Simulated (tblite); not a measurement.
Compound: C4H12FPSi2.
SMILES with atom numbers: `[CH3:1][C@@H:2]1[CH2:3][C@H:4]1[SiH2:5][PH:6][SiH2:7][F:8]` (hydrogens: H9, H10, H11 on C1; H12 on C2; H13, H14 on C3; H15 on C4; H16, H17 on Si5; H18 on P6; H19, H20 on Si7)

Computed with GFN2-xTB (tblite), gas phase: L-BFGS steps from a force-field or distance-geometry start until the largest atomic force falls under 0.01 eV/Å.

Step 3: E = -691.8930 eV
```
atom  x, y, z in Å  |  force x, y, z in eV/Å
C1     -3.3832    0.3239    0.1818    0.354  -0.057   0.141
C2     -1.8715    0.3956    0.1249   -0.231   0.125   0.205
C3     -1.2504   -0.5348   -0.8473    0.137  -0.121   0.102
C4     -0.9832   -0.7131    0.6275    0.081   0.211  -0.197
Si5     0.7772   -0.2785    1.1363    0.187  -0.039  -0.260
P6      1.8206    0.3203   -0.7878   -0.011   0.786   0.244
Si7     4.0071    0.5475   -0.3497   -0.755  -0.225   0.497
F8      4.7136    1.0327   -1.6940    0.145   0.073  -0.147
H9     -3.7527    1.0995   -0.4718   -0.317   0.196  -0.082
H10    -3.7141   -0.6337   -0.2009   -0.104  -0.143  -0.003
H11    -3.8029    0.4473    1.1716    0.054   0.166   0.223
H12    -1.4584    1.3943    0.2584   -0.141  -0.093  -0.315
H13    -1.8757   -1.2719   -1.3157   -0.191  -0.029  -0.216
H14    -0.4565   -0.1637   -1.4724    0.091  -0.058  -0.107
H15    -1.4794   -1.5129    1.1490   -0.049  -0.289  -0.082
H16     0.7416    0.8581    2.0617    0.157   0.061  -0.087
H17     1.4373   -1.4161    1.7666    0.040  -0.147   0.117
H18     1.7161   -0.7848   -1.6046    0.297  -0.215   0.316
H19     4.6499   -0.6723    0.0823    0.267  -0.215  -0.088
H20     4.1595    1.5731    0.6837   -0.011   0.011  -0.261
```

Step 4: E = -691.9960 eV
```
atom  x, y, z in Å  |  force x, y, z in eV/Å
C1     -3.3802    0.3278    0.1883   -0.103   0.003   0.014
C2     -1.8832    0.3884    0.1226    0.162   0.015   0.174
C3     -1.2482   -0.5378   -0.8375    0.004  -0.161  -0.225
C4     -0.9738   -0.7099    0.6264   -0.134  -0.036   0.021
Si5     0.7965   -0.2834    1.1304    0.050   0.029  -0.266
P6      1.8059    0.3776   -0.8072   -0.087   0.405   0.458
Si7     3.9784    0.5233   -0.3269   -0.463  -0.027  -0.037
F8      4.7043    1.0264   -1.6663    0.061  -0.013  -0.036
H9     -3.7769    1.1001   -0.4657   -0.122   0.074   0.030
H10    -3.7106   -0.6271   -0.1952   -0.203  -0.242   0.037
H11    -3.7919    0.4619    1.1800    0.034   0.102   0.237
H12    -1.4784    1.3770    0.2266    0.111   0.392  -0.155
H13    -1.8765   -1.2510   -1.3288   -0.288  -0.283  -0.170
H14    -0.4648   -0.1804   -1.4728    0.292   0.139  -0.200
H15    -1.4777   -1.5258    1.1291    0.097  -0.112  -0.067
H16     0.7556    0.8597    2.0492    0.156   0.031  -0.049
H17     1.4403   -1.4322    1.7802   -0.001   0.007  -0.022
H18     1.7483   -0.7791   -1.5533    0.214  -0.195   0.184
H19     4.6698   -0.6762    0.0678    0.204  -0.329  -0.008
H20     4.1579    1.5713    0.6527    0.017   0.203   0.080
```

Step 5: E = -692.0285 eV
```
atom  x, y, z in Å  |  force x, y, z in eV/Å
C1     -3.3813    0.3292    0.1912   -0.195  -0.005  -0.002
C2     -1.8851    0.3857    0.1241    0.218   0.027   0.045
C3     -1.2475   -0.5415   -0.8375   -0.039  -0.106  -0.277
C4     -0.9720   -0.7094    0.6264   -0.130  -0.098   0.000
Si5     0.8046   -0.2849    1.1243   -0.040   0.038  -0.160
P6      1.7983    0.4054   -0.8085   -0.147   0.081   0.349
Si7     3.9610    0.5134   -0.3195   -0.135   0.008  -0.102
F8      4.7010    1.0233   -1.6550   -0.001  -0.059   0.023
H9     -3.7882    1.1014   -0.4627   -0.033   0.000   0.085
H10    -3.7123   -0.6280   -0.1921   -0.205  -0.185   0.089
H11    -3.7869    0.4692    1.1866    0.038   0.060   0.172
H12    -1.4843    1.3766    0.2116    0.154   0.413  -0.100
H13    -1.8811   -1.2470   -1.3364   -0.241  -0.287  -0.111
H14    -0.4636   -0.1849   -1.4760    0.241   0.139  -0.160
H15    -1.4754   -1.5326    1.1203    0.124  -0.063  -0.036
H16     0.7635    0.8606    2.0434    0.148  -0.002  -0.050
H17     1.4414   -1.4384    1.7852   -0.023   0.081  -0.089
H18     1.7645   -0.7791   -1.5295    0.167  -0.020   0.210
H19     4.6806   -0.6825    0.0619    0.079  -0.219  -0.025
H20     4.1575    1.5740    0.6419    0.018   0.196   0.139
```

Step 6: E = -692.0552 eV
```
atom  x, y, z in Å  |  force x, y, z in eV/Å
C1     -3.3852    0.3294    0.1940   -0.106  -0.024   0.023
C2     -1.8830    0.3849    0.1257    0.120   0.073  -0.147
C3     -1.2474   -0.5466   -0.8430   -0.077  -0.014  -0.219
C4     -0.9724   -0.7104    0.6253   -0.056  -0.098  -0.114
Si5     0.8100   -0.2853    1.1164   -0.138   0.017   0.003
P6      1.7890    0.4285   -0.8031   -0.143  -0.181   0.168
Si7     3.9451    0.5052   -0.3145    0.203   0.058  -0.026
F8      4.6983    1.0195   -1.6455   -0.054  -0.092   0.053
H9     -3.7981    1.1026   -0.4586    0.026  -0.062   0.119
H10    -3.7180   -0.6321   -0.1875   -0.167  -0.063   0.154
H11    -3.7820    0.4764    1.1953    0.051   0.014   0.068
H12    -1.4862    1.3839    0.1973    0.119   0.233  -0.063
H13    -1.8896   -1.2495   -1.3448   -0.110  -0.181  -0.028
H14    -0.4582   -0.1860   -1.4816    0.086   0.063  -0.073
H15    -1.4713   -1.5400    1.1129    0.113  -0.029  -0.007
H16     0.7732    0.8613    2.0375    0.132  -0.033  -0.054
H17     1.4417   -1.4415    1.7872   -0.040   0.134  -0.141
H18     1.7810   -0.7784   -1.5053    0.107   0.142   0.227
H19     4.6904   -0.6914    0.0562   -0.072  -0.058  -0.055
H20     4.1576    1.5800    0.6356    0.006   0.101   0.110
```

Task: Estimate the geometry and energy of step 7. (The exact step hangs on the optimiser's Hessian estimate; all steps are aligned on step 6, rigid shifts and turns removed.)

Result: E = -692.0697 eV, largest force 0.290 eV/Å
```
atom  x, y, z in Å  |  force x, y, z in eV/Å
C1     -3.3880    0.3286    0.1960    0.014  -0.029   0.049
C2     -1.8801    0.3867    0.1243    0.004   0.062  -0.238
C3     -1.2486   -0.5494   -0.8499   -0.083   0.045  -0.131
C4     -0.9738   -0.7122    0.6219   -0.004  -0.048  -0.193
Si5     0.8094   -0.2851    1.1123   -0.178  -0.008   0.091
P6      1.7827    0.4353   -0.7958   -0.051  -0.207   0.068
Si7     3.9408    0.5031   -0.3124    0.271   0.078   0.069
F8      4.6968    1.0164   -1.6416   -0.057  -0.088   0.029
H9     -3.8020    1.1026   -0.4550    0.028  -0.078   0.114
H10    -3.7243   -0.6358   -0.1826   -0.118   0.025   0.185
H11    -3.7790    0.4798    1.2009    0.068  -0.008   0.009
H12    -1.4843    1.3923    0.1900    0.061   0.045  -0.058
H13    -1.8962   -1.2552   -1.3492   -0.008  -0.069   0.015
H14    -0.4535   -0.1847   -1.4858   -0.041  -0.015  -0.020
H15    -1.4675   -1.5443    1.1100    0.085  -0.007  -0.007
H16     0.7800    0.8611    2.0341    0.114  -0.034  -0.046
H17     1.4411   -1.4400    1.7851   -0.039   0.127  -0.143
H18     1.7901   -0.7761   -1.4910    0.071   0.157   0.207
H19     4.6934   -0.6971    0.0529   -0.136   0.021  -0.067
H20     4.1578    1.5848    0.6355    0.000   0.029   0.067
```

The energy changes by -0.0145 eV. The first-order estimate −F·Δx gives -0.0196 eV and the mean of the old and new forces, exact on a quadratic surface, -0.0145 eV. The step makes an angle of 48° with the force vector and moves no atom by more than 0.017 Å.

What follows is the cost of the whole relaxation. On one thread, Arm Neoverse N1 (aarch64), no GPU (shared host), this took 3.0 s of wall time.
